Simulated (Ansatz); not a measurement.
Consider the hydrogenolysis of a C–Br bond: `F/C=C(/Cl)Br` + H₂ → `F/C=C/Cl` + HBr.

Isolated molecules relaxed with PBE0-D4/def2-TZVP in Ansatz; ΔE leaves out vibrations. CBS: MP2 limit from def2 TZ/QZ plus the TZ coupled-cluster correction, frozen cores. This one scheme is used for every species. Double bonds are as drawn, so ΔE can hold a change between cis and trans. Functionals use def2-TZVPP. For Br outer-core shells are correlated without core-valence functions, which leaves a few kJ/mol of doubt a bond. Scalar relativity is left out up to krypton.

CCSD(T)/CBS gives -0.91 eV.

Question: Another level gave -0.81 eV. Which?
A. r2SCAN0-D4/def2-TZVPP
B. CAM-B3LYP/def2-TZVPP
C. r2SCAN-D4/def2-TZVPP
D. LDA (SPW92)/def2-TZVPP

Answer: D. LDA (SPW92) -0.81, r2SCAN-D4 -0.86, r2SCAN0-D4 -0.94, CAM-B3LYP -1.04 eV.

Largest T1 diagnostic among the species: 0.011.

From BLYP to BHLYP (50 % exact exchange), in def2-TZVPP and without D4, ΔE moves by −0.16 eV. The D4 term adds +0.11 eV with B3LYP and +0.06 eV with PBE0; it sums over pairs of atoms, weighted by their polarisabilities, and B3LYP, whose exchange is more repulsive, gets the larger term. Leaving LDA and LC-ωPBE aside and taking each functional with its dispersion term where it has one, the values, not all of them listed here, spread over 0.27 eV, from BHLYP-D4 to revPBE-D4. LDA lies +0.05 eV from PBE without D4.

B3LYP here is the variant with VWN-RPA as its local correlation; programs differ in this.
